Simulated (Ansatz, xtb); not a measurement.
**Relative energy of two isomers of C5H9NO**

We compare X, `C/C=C(\C)NC=O`, a singlet, with Y, `CC/C(C)=N/C=O`, a singlet. Both are isolated molecules in the gas phase, relaxed with PBE0-D3(BJ)/def2-SVP; each stands in its lowest conformer found.

Quicker runs give these differences E(Y) − E(X): GFN2-xTB −0.4 kcal/mol; HF/STO-3G +1.9 kcal/mol (at GFN2-xTB geometries); r2SCAN-D4/def2-SVP +7.1 kcal/mol (at GFN2-xTB geometries).

Which of the two would you expect CCSD(T)/def2-SVP + ΔMP2/def2-TZVPP electronic energies to favour?

Structure X; the calculation gives E(Y) − E(X) = +2.7 kcal/mol.

How the difference moves with the method:

```
                             level              geometry  E(Y) − E(X) (kcal/mol)  departure from the last row (kcal/mol)  job, with rough time for the two
                          GFN2-xTB              GFN2-xTB                      −0.4                                    −3.1              optimisation, 0.27 s
                         HF/STO-3G              GFN2-xTB                      +1.9                                    −0.8              single point, 0.54 s
                r2SCAN-D4/def2-SVP              GFN2-xTB                      +7.1                                    +4.4               single point, 6.5 s
              PBE0-D3(BJ)/def2-SVP  PBE0-D3(BJ)/def2-SVP                      +5.9                                    +3.2             optimisation, 3.3 min
                       HF/def2-SVP  PBE0-D3(BJ)/def2-SVP                      +2.4                                    −0.3           part of the CCSD(T) run
                      MP2/def2-SVP  PBE0-D3(BJ)/def2-SVP                      +3.3                                    +0.6           part of the CCSD(T) run
                  CCSD(T)/def2-SVP  PBE0-D3(BJ)/def2-SVP                      +2.4                                    −0.3                      single point
CCSD(T)/def2-SVP + ΔMP2/def2-TZVPP  PBE0-D3(BJ)/def2-SVP                      +2.7                                                     single point, 2.7 min
```

As drawn, Y has 1 C–C, 1 C=N, 1 C–H in place of 1 C=C, 1 C–N, 1 N–H.

GFN2-xTB finds them nearly level. The largest departure from CCSD(T)/def2-SVP + ΔMP2/def2-TZVPP is that of r2SCAN-D4/def2-SVP, 4.4 kcal/mol. The last row adds to CCSD(T) the change of the MP2 difference between the two basis sets, here +0.3 kcal/mol.

With thermal terms from frequencies at re-optimised GFN2-xTB minima (ideal gas, soft modes damped towards free rotors, one conformer each, 298.15 K, 1 atm): on the last row, ΔE + ΔZPE = +2.3, ΔH = +2.4, ΔG = +1.7 kcal/mol.

The correlated steps freeze 7 core orbitals. Run with Ansatz 0.2.0, xtb 6.7.1; the last row on 2 threads of Arm Neoverse V2 on a shared host.
